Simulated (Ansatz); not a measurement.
`[SnH3]/[CH]=[C]1\[CH2][AlH]1` + CH₃NH₂ → `C[NH][SnH3]` + `C=[C]1[CH2][AlH]1`  (ligand exchange at the Sn–C bond)

Calculated with Ansatz (gas phase, PBE0-D4/def2-TZVP geometries, no zero-point term in ΔE). CBS: MP2 limit from def2 TZ/QZ plus the TZ coupled-cluster correction, frozen cores. DFT in def2-TZVPP. def2 core potentials past Kr. For Sn outer-core shells are correlated without core-valence functions, which leaves a few kJ/mol of doubt a bond.

`[SnH3]/[CH]=[C]1\[CH2][AlH]1`:

Cartesian coordinates in Å:
```
Sn 0.295 -2.110 0.277
C 0.172 -0.463 -1.077
C 0.079 0.789 -0.648
C -0.131 1.332 0.776
Al -0.573 2.560 -0.640
H 0.492 -3.562 -0.606
H 1.620 -1.922 1.341
H -1.126 -2.239 1.222
H 0.201 -0.671 -2.144
H 0.813 1.609 1.261
H -0.751 0.746 1.458
H -1.091 3.930 -1.221
```

CH₃NH₂:

Cartesian coordinates in Å:
```
C -0.298 0.186 0.447
N 0.170 -0.321 -0.832
H 0.489 0.409 1.181
H -0.978 -0.541 0.898
H -0.872 1.101 0.285
H 0.696 -1.176 -0.706
H 0.794 0.343 -1.272
```

`C[NH][SnH3]`:

```xyz
10

C     1.102   -0.489    0.850
N    -0.301   -0.581    0.491
Sn   -0.973    0.548   -1.054
H     1.357   -1.260    1.586
H     1.721   -0.682   -0.031
H     1.417    0.481    1.264
H    -0.890   -0.503    1.309
H    -2.656    0.294   -1.141
H    -0.154   -0.024   -2.437
H    -0.624    2.217   -0.837
```

`C=[C]1[CH2][AlH]1`:

```xyz
9

C    -1.274   -0.551    0.855
C    -0.198    0.064    0.383
C     0.241    0.291   -1.076
Al    1.643    0.401    0.238
H    -2.084   -0.881    0.202
H    -1.398   -0.748    1.915
H    -0.029    1.289   -1.441
H    -0.023   -0.466   -1.814
H     3.124    0.600    0.739
```

**Question.** Is it downhill or uphill in electronic energy at CCSD(T)/CBS, and by how much? (An estimate is asked.)

**Answer.** Computed: Uphill: ΔE = +5.0 kJ/mol.

**Question.** What do these levels give: PBE0-D4, ωB97M-V, B2PLYP, PBE0, HF/CBS(def2), CCSD/CBS(def2)? (Estimate.)

**Answer.** Computed: PBE0-D4 7.6, ωB97M-V 3.7, B2PLYP 2.3, PBE0 5.3, HF/CBS(def2) -5.7, CCSD/CBS(def2) 3.0 kJ/mol.

Largest T1 diagnostic among the species: 0.014.

In def2-TZVPP, CCSD(T) changes the Hartree–Fock value by +11.4 kJ/mol (the triples alone add +2.0 kJ/mol) and MP2 by +14.0 kJ/mol. The D4 term adds +3.8 kJ/mol with B3LYP and +2.3 kJ/mol with PBE0; it sums over pairs of atoms, weighted by their polarisabilities, and B3LYP, whose exchange is more repulsive, gets the larger term.

B3LYP here is the variant with VWN-RPA as its local correlation; programs differ in this.
